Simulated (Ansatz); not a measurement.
Molecule: C2H10P2Si (charge 0, singlet). 
Coordinates optimised at B3LYP-D3(BJ)/def2-TZVP (Ansatz, a quantum-chemistry and plane-wave program):
```
Si
C 1 1.8780
H 2 1.0912 1 111.26
H 2 1.0921 3 108.17 1 -121.72
H 2 1.0925 3 107.93 4 -116.65
C 1 1.8783 2 110.60 3 -178.55
H 6 1.0911 1 111.16 2 179.47
H 6 1.0921 7 107.91 1 -121.23
H 6 1.0926 7 108.20 8 -116.91
P 1 2.2708 2 107.80 3 57.28
H 10 1.4190 1 94.16 2 171.72
H 10 1.4220 11 93.70 1 95.41
P 1 2.2720 2 107.93 3 -61.00
H 13 1.4189 1 94.84 2 73.92
H 13 1.4194 14 93.85 1 -95.07
```
Charge 0, spin multiplicity 1.

Atomisation energy built up term by term with Ansatz (kcal/mol; UHF references for open shells; valence terms freeze the core; atomic spin-orbit terms are left out). CBS marks a two-point X^-3 extrapolation of the correlation energy; Hartree-Fock from the larger set.

| term | basis | kcal/mol |
|---|---|---|
| Hartree-Fock | cc-pV(Q+d)Z | 886.42 |
| CCSD correlation | CBS(cc-pV(T+d)Z,cc-pV(Q+d)Z) | 298.69 |
| (T) | CBS(cc-pV(T+d)Z,cc-pV(Q+d)Z) | 16.51 |
| core correlation | cc-pwCVTZ | 3.30 |
| scalar relativity (X2C) | cc-pVTZ-DK against cc-pVTZ | -1.90 |
| sum: De |  | 1203.0 |

(T) makes 1.4 % of the CCSD(T) atomisation energy; under 5 % is typical of single-reference molecules.
